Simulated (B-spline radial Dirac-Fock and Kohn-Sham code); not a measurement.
The computed values come from an atomic code on a B-spline grid: multi-electron Dirac-Fock with separately optimised hole states, Breit and Lamb-shift corrections added in first order. Two-hole levels are in intermediate coupling, intensities from independent-particle Coulomb rates.

Task: These computed lines form the K-LL Auger spectrum of a free neutral atom. Which element, and how are the lines assigned?

```
kinetic energy (eV)  relative intensity
            11556.7                  15
            11766.4                  36
            11797.8                   2
            11839.8                  13
            11866.4                   6
            11968.8                   7
            12041.3                 100
            12098.5                   6
            12118.5                  27
```

Result: Sr ([Kr] 5s2). From low to high energy: K-L1L1 ¹S0, K-L1L2 ¹P1, K-L1L2 ³P0, K-L1L3 ³P1, K-L1L3 ³P2, K-L2L2 ³P0, K-L2L3 ¹D2, K-L3L3 ¹S0, K-L3L3 ³P2. The labels give the leading jj configuration and the leading LS term by weight; in heavy atoms the literature often keeps the label of the LS limit instead.
